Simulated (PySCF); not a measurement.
Gas-phase reaction: InF + 3 Cl ⇌ InCl3 + F

Method: PySCF energies (xtb for GFN2) plus ideal-gas RRHO corrections (1 bar). † marks an energy on the PBE0/def2-TZVP geometry and frequencies; other levels use their own. CCSD(T) freezes the core. Open shells (unrestricted): Cl (multiplicity 2, electronic degeneracy 6), F (multiplicity 2, electronic degeneracy 6); the rest are closed-shell singlets. GFN2 has no spin-polarisation term. Spin-orbit splitting is ignored; it lowers the true energy and changes the entropy of Cl, F. In: scalar-relativistic def2 core potential, no spin-orbit coupling. CCSD(T) isn't extrapolated to the basis-set limit; its ΔH°(298 K) is -415.0 kJ in def2-SVP and -433.6 kJ in def2-TZVPP. The harmonic model lacks anharmonicity and excited electronic states, which grow with temperature; levels with a mode under 35 cm⁻¹ are left out. Soft modes under 120 cm⁻¹ make the harmonic entropy rough for InCl3.

```
level               ΔE electronic, kJ  ΔH°(298 K), kJ  ΔS°(298 K), J/K  ΔG°(1200 K), kJ
------------------  -----------------  --------------  ---------------  ---------------
CCSD(T)/def2-SVP†                -417            -415             -240             -130
GFN2-xTB                         -354            -352             -234              -74
PBE/def2-SVP                     -439            -437             -237             -155
PBE/def2-TZVP†                   -432            -430             -240             -145
PBE0/def2-QZVP†                  -456            -454             -240             -169
ωB97M-V/def2-TZVP†               -468            -465             -240             -180
```
ΔH° is lowest at ωB97M-V/def2-TZVP† and highest at GFN2-xTB. No reference value is set beside these.
